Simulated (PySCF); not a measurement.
C4H9AlO, SMILES C=C[CH2][AlH][O]C.

Geometry: B3LYP-D3(BJ)/def2-SVP. The structure was generated by enumeration; whether it is a known compound was not checked. Other conformers were not sampled.

Two levels are set side by side: PBE/def2-TZVP (PySCF) and ωB97X/def2-TZVP (PySCF). Same geometry, gas phase. Differences are taken from unrounded values.

```json
[
 {"quantity": "orbital gap (eV)", "PBE": "4.34"},
 {"quantity": "highest occupied level (eV)", "PBE": "-5.69"},
 {"quantity": "lowest empty level (eV)", "PBE": "-1.34"},
 {"quantity": "dipole moment (D)", "PBE": "0.28"},
 {"quantity": "mean polarisability (bohr³)", "PBE": "84.0"}
]
```

Question: These are the PBE values. What does ωB97X give? (Estimate from the structure and the level; the computed values follow.)

Answer: 
| quantity | ωB97X | PBE minus ωB97X |
|---|---|---|
| orbital gap (eV) | 10.46 | -6.12 |
| highest occupied level (eV) | -9.00 | 3.32 |
| lowest empty level (eV) | 1.46 | -2.80 |
| dipole moment (D) | 0.30 | -0.02 |
| mean polarisability (bohr³) | 78.6 | 5.5 |

PBE's occupied levels lie high since its potential decays too fast outside the molecule; exact exchange lowers them and widens the gap. Loosely held outer electrons make PBE densities more polarisable. Differences between two approximate levels are no errors against the true value.

Rough cost on one machine, each run with all the roots and properties that it gave: ωB97X against PBE within a factor of 2.
